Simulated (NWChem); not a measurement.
Species: MgSiH$_{3}$OF; SMILES [F][Mg][O][SiH3]

```xyz
7

Mg     0.0173    -1.4441     0.0000
F      0.1892    -3.1727     0.0000
O     -0.1607     0.3402     0.0000
Si    -0.3173     1.9660     0.0000
H     -1.0610     2.4478    -1.2023
H      1.0118     2.6475     0.0000
H     -1.0610     2.4478     1.2023
```
Atoms are numbered in this order, from 1.

Geometry: optimised at B3LYP/6-31G* (spherical d).

**Question.** List the 4 lowest vertical singlet excitations and the 4 lowest triplet ones from PBE/6-31+G* (spherical d), TDA (NWChem).

**Answer.** 
```json
[
 {"state": "S1", "energy (eV)": "4.42", "oscillator strength": "0.015", "leading excitation (squared amplitude)": "HOMO−1 → LUMO (1.00)"},
 {"state": "S2", "energy (eV)": "4.42", "oscillator strength": "0.015", "leading excitation (squared amplitude)": "HOMO → LUMO (1.00)"},
 {"state": "S3", "energy (eV)": "5.97", "oscillator strength": "0.026", "leading excitation (squared amplitude)": "HOMO−2 → LUMO (0.99)"},
 {"state": "S4", "energy (eV)": "5.97", "oscillator strength": "0.026", "leading excitation (squared amplitude)": "HOMO−3 → LUMO (0.99)"},
 {"state": "T1", "energy (eV)": "4.26", "oscillator strength": "spin-forbidden", "leading excitation (squared amplitude)": "HOMO → LUMO (1.00)"},
 {"state": "T2", "energy (eV)": "4.26", "oscillator strength": "spin-forbidden", "leading excitation (squared amplitude)": "HOMO−1 → LUMO (1.00)"},
 {"state": "T3", "energy (eV)": "5.77", "oscillator strength": "spin-forbidden", "leading excitation (squared amplitude)": "HOMO−3 → LUMO (1.00)"},
 {"state": "T4", "energy (eV)": "5.77", "oscillator strength": "spin-forbidden", "leading excitation (squared amplitude)": "HOMO−2 → LUMO (1.00)"}
]
```
